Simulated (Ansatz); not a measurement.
This geometry of ClH3O3Si + H2O (11 atoms, charge 0, multiplicity 1) is a first-order saddle point.

These are results of RKS BLYP-D4/def2-SVP (Ansatz 0.2.0), not measurements.

```xyz
11
Properties=species:S:1:pos:R:3
Si 0.078 0.103 -0.021
Cl -1.229 0.284 1.952
O 1.533 0.088 -0.904
H 1.659 -0.777 -1.336
O -0.928 1.068 -0.929
H -1.746 1.283 -0.442
O -0.108 -1.569 0.043
H -0.813 -1.826 0.668
O 1.143 1.331 1.102
H 2.089 1.095 0.970
H 0.833 1.220 2.036
```

(1) Which two structures does it join? (They come from a converged band through this point; their orientation in space is the band's.)

(2) How far does it lie above each of them?

## Answers

(1) Bonds broken: Si1–Cl2, O9–H11. Bonds formed: Si1–O9, Cl2–H11. ClH3O3Si + H2O becomes ClH + H4O4Si.

Initial state:

```xyz
11
Properties=species:S:1:pos:R:3
Si -0.279 -0.285 0.072
Cl -0.535 -0.142 2.140
O 1.373 -0.421 -0.133
H 1.674 -0.178 -1.031
O -0.814 1.019 -0.790
H -1.765 1.026 -1.003
O -1.146 -1.606 -0.454
H -1.128 -2.390 0.126
O 1.818 2.124 1.241
H 2.043 1.217 0.945
H 1.267 1.935 2.026
```

Final state:

```xyz
11
Properties=species:S:1:pos:R:3
Si 0.268 0.305 -0.325
Cl -0.625 -0.076 3.228
O 1.433 -0.004 -1.474
H 1.708 -0.939 -1.508
O -0.883 1.362 -0.880
H -1.515 0.984 -1.518
O -0.324 -1.159 0.189
H -0.655 -1.159 1.115
O 0.965 1.158 0.968
H 1.938 1.221 0.919
H 0.200 0.607 2.424
```

(2) 0.44 eV above the first and 0.74 eV above the second. This is the barrier of this one path; another mechanism may lie lower. The orbitals stay closed-shell, which can raise the energy where a bond breaks towards radicals; this wasn't checked here.

Run time: 4.4 min on 4 threads of Arm Neoverse V2, on a shared host, peak memory 0.17 GiB.
